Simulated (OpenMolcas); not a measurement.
Nb3+: effect of the metal basis

Nb3+ with 6 ligands (water) in octahedral coordination (Th) at 2.17 Å.

* Program: OpenMolcas 26.06
* Method: SS-CASPT2, IPEA 0.25 Eh, imaginary shift 0.1 Eh (closed shells correlated: 4s 4p and the ligand valence shells)
* Spin-orbit coupling: state interaction with AMFI integrals over the reference wave functions

Fixed: ligand basis ANO-RCC-VDZP, active space 2 electrons in 5 orbitals (4d), DKH2 Hamiltonian.

States (labels of O, taken over from Oh, the nearest higher group). Energies in cm-1 above the lowest state or level, χT in cm3 K/mol; under a threefold ground state the first gap can be a small split of the lowest multiplet, not the spin-orbit step; 10Dq and B are least-squares fits to the states below 45000 cm-1, weighted by degeneracy, with a free offset, and given where the rms deviation is under 5 % of |10Dq| (or 100 cm-1) and under 700 cm-1.

```
Run   Metal basis  Ground state  First state of that spin   10Dq  B (rms of fit)  First gap with spin-orbit (degeneracies)  χT at 300 K  First state of another spin                      Cost
  A  ANO-RCC-VDZP           3T1                 3T2 23300  24605        536 (50)                                 24 (2, 3)        0.455                     1T2 7590  roughly 2.8 core-minutes
  B  ANO-RCC-VTZP           3T1                 3T2 23240  24301       529 (179)                                 24 (2, 3)        0.459                     1T2 7100    roughly 4 core-minutes
```

Against A, |10Dq| changes by -1.2 % in B.

Costs are those of the CASPT2 steps.

Roots that are degenerate in the reference are averaged as groups; the widest CASPT2 spread within a group is 390 cm-1 (the 3-fold group of multiplicity 3 near 23300 cm-1 above the lowest state of its run, A). Shifts and gaps below about the spread of the groups concerned are not significant. Over all roots computed the reference weight is 0.70 to 0.71 in A, 0.70 to 0.71 in B; a low but even weight reflects the number of correlated electrons. An orbital triplet at a regular site is open to Jahn-Teller coupling, which can distort the site and quench the lowest spin-orbit gaps and is left out. The least metal-like active orbital is 82 % on the metal (Löwdin) and no ligand orbital is active, so the numbers are rough. Ligand-to-metal charge-transfer states are missing. With no ligand orbital active B as a rule stays too high, so bands that hang on it stand too high and its fall with covalency is understated. With one d shell and no ligand orbital active, 10Dq can be off by a tenth or more. The distance lies 4 % over the 2.08 Å that this model takes as the normal distance (a Shannon-type radius plus a fixed donor radius); by an R⁻⁵ law this alone changes a d-shell field by about -19 %. No measured value stands beside these numbers; the geometry is a model, was not optimised and need not be the one that this ion takes.
